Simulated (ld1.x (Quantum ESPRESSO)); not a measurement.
vanadium (V): TM pseudisation with PBE, scalar-relativistic reference atom.

V (Z = 23), norm-conserving Troullier–Martins (Kleinman–Bylander form), made with ld1.x (Quantum ESPRESSO) 7.5 (PBE, scalar-relativistic). Core [Ne], reference 3s2 3p6 3d3 4s0 4p0 (charge +2). Waves: 3s (bound): rc 1.50 bohr; 3p (bound): rc 1.10 bohr; 3d (bound): rc 2.15 bohr. Local part: all-electron potential smoothed inside 1.40 bohr (lloc = -1). Core correction: Bessel-smoothed model core inside 0.85 bohr.

Results:

```json
{"Cutoffs needed": "80 Ry and 110 Ry (the cutoffs (Ry, on a coarse ladder) from which the occupation-weighted sum of valence levels, in a spherical-Bessel basis at the reference potential, stays within 10 and 1 mRy of its value at 400 Ry)", "Ghost test": "no extra level below or beside the all-electron valence levels (s, p, d, f tested) (spherical-Bessel basis up to 400 Ry, 20 bohr box)", "Largest excitation error": "+357 meV (all-electron minus pseudo) for 3s2 3p6 3d2 4s2 4p0, out of 7 test configurations"}
```

Generation and tests took about 1.4 s on one core of a shared server CPU.
